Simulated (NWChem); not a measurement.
Molecule: C3H4O2; SMILES O=C1COC1

```xyz
9

O      0.0000     0.0000     1.8661
C      0.0000     0.0000     0.6632
C      0.0000     1.0535    -0.4542
O      0.0000     0.0000    -1.4390
C      0.0000    -1.0535    -0.4542
H      0.9065     1.7022    -0.4922
H     -0.9065     1.7022    -0.4922
H      0.9065    -1.7022    -0.4922
H     -0.9065    -1.7022    -0.4922
```
Atoms are numbered in this order, from 1.

All runs: NWChem. Pople sets run with spherical d functions. Structure relaxed at the PBE-D3(BJ)/def2-SVP level. Level: PBE/6-31G* with SMD (1 M gas to 1 M solution), gas-phase geometry.

Task: Among these, which solvent gives the highest value of “dipole in solution (D)”?
A) acetone
B) water
C) toluene
D) cyclohexane

Result: B, water. Values: cyclohexane 0.85; toluene 0.86; acetone 0.96; water 1.09
